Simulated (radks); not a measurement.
Results of a calculation; reference values are marked as such.
Question: Ionisation ladder of rhodium, from Rh22+ to Rh43+. Each ion is in the ground configuration listed by NIST, and IE = E(next ion) - E(this ion). Code: a radial shooting solver on a logarithmic mesh with Libxc functionals. Model: scalar-relativistic Kohn-Sham, BLYP, spin-polarised, spherical densities, finite nucleus; open shells are filled with parallel spins first (spin-orbit coupling, left out, can overturn this in heavy ions); Fermi nuclear charge, rms radius 4.4945 fm.

species  configuration  IE, Delta-SCF (eV)  -e(HOMO) (eV)     HOMO  <r> HOMO (bohr)
Rh22+         [Ar] 3d5              1066.1         1033.1    3d up            0.330
Rh23+         [Ar] 3d4              1133.3         1099.7    3d up            0.325
Rh24+         [Ar] 3d3              1201.8         1167.6    3d up            0.321
Rh25+         [Ar] 3d2              1271.4         1236.7    3d up            0.316
Rh26+         [Ar] 3d1              1342.1         1306.9    3d up            0.312
Rh27+             [Ar]              1556.9         1525.5       3p            0.345
Rh28+     [Ne] 3s2 3p5              1620.5         1589.2  3p down            0.342
Rh29+     [Ne] 3s2 3p4              1683.6         1652.6  3p down            0.339
Rh30+     [Ne] 3s2 3p3                   ?         1734.7    3p up            0.335
Rh31+     [Ne] 3s2 3p2                   ?         1801.3    3p up            0.333
Rh32+     [Ne] 3s2 3p1              1899.8         1867.6    3p up            0.330
Rh33+         [Ne] 3s2              2063.3         2034.6       3s            0.339
Rh34+         [Ne] 3s1              2135.7         2106.0    3s up            0.336
Rh35+             [Ne]              5064.8         4974.4       2p            0.121
Rh36+     [He] 2s2 2p5              5248.0         5157.8  2p down            0.120
Rh37+     [He] 2s2 2p4              5428.8         5340.3  2p down            0.119
Rh38+     [He] 2s2 2p3                   ?         5581.0    2p up            0.117
Rh39+     [He] 2s2 2p2                   ?         5773.7    2p up            0.116
Rh40+     [He] 2s2 2p1              6058.1         5965.2    2p up            0.115
Rh41+         [He] 2s2              6448.4         6378.8       2s            0.133
Rh42+         [He] 2s1              6634.2         6562.8    2s up            0.132
Rh43+             [He]               27541          27252       1s           0.0324

Estimate the withheld Delta-SCF values.

Answer: Rh30+: 1767.6 eV (NIST 1763); Rh31+: 1834.1 eV (NIST 1851); Rh38+: 5676.2 eV (NIST 5600); Rh39+: 5868.6 eV (NIST 5940).
